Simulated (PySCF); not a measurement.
HfCl₂, SMILES [Cl][Hf][Cl] (connectivity only; charge and spin as stated), neutral, multiplicity 3.

Geometry optimised at PBE-D3(BJ)/def2-TZVP. The spin state was assumed, not searched. The def2 effective core potentials stand for the cores of Hf; spin–orbit coupling is left out.

The numbers are results of PBE-D3(BJ)/def2-TZVP run with PySCF 2.14.0, not measurements.

Frequencies are harmonic and unscaled.

| mode | ν (cm⁻¹) | IR (km/mol) | moving atoms (share of kinetic energy) |
|---|---|---|---|
| 1 | 41 | 2.0 | Cl 75 %, Hf 25 % |
| 2 | 349 | 5.6 | Cl 96 % |
| 3 | 362 | 101.6 | Cl 73 %, Hf 27 % |
